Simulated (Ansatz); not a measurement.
Z-matrix (Å, degrees):
```
Si
S 1 2.114
S 1 2.115 2 104.7
F 1 1.596 2 113.1 3 -118.3
H 1 1.477 2 110.5 3 124.1
H 2 1.344 1 93.3 3 -153.3
H 3 1.345 1 93.2 2 -161.1
```

The species carries charge 0 and has multiplicity 1.

Q: List the PBE0/def2-TZVPP orbital energies in eV (Ansatz). (Best estimate.)

A: The calculation gave: Occupied: -2422.80, -2422.74, -1804.64, -674.05, -218.17, -218.12, -162.00, -161.95, -161.92, -161.87, -161.82, -161.76, -146.75, -101.44, -101.43, -101.37, -33.45, -21.36, -20.65, -15.53, -13.29, -13.10, -12.84, -11.77, -11.46, -9.70, -9.57, -8.19, -7.93. Lowest empty: -0.22, 0.29, 0.63, 0.75, 0.89, 2.25, 3.64, 3.96.
